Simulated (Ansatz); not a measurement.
# A family of molecules: the dipole moment

One atom is swapped for its congeners: AuF; AuCl (gold monochloride); AuBr (bromogold). All are singlets with charge 0.

Shapes, held fixed at every level: PBE0-D4/def2-TZVP. Programs: Ansatz 0.2.0. Values in D.

| level | AuF | AuCl | AuBr |
| --- | --- | --- | --- |
| PBE-D4/def2-TZVPP | 3.67 | 3.19 | 2.86 |
| r2SCAN-D4/def2-TZVPP | 3.93 | 3.53 | 3.22 |
| B3LYP-D4/def2-TZVPP | 4.16 | 3.61 | 3.29 |
| wB97M-V/def2-TZVPP | 4.64 | 4.29 | 4.06 |

At wB97M-V/def2-TZVPP the dipole moment falls at every step, from 4.64 to 4.06 D. Every level shows the same order. For atoms past krypton def2 sets carry core potentials with scalar relativity. Relativity is left out for Br unless named.
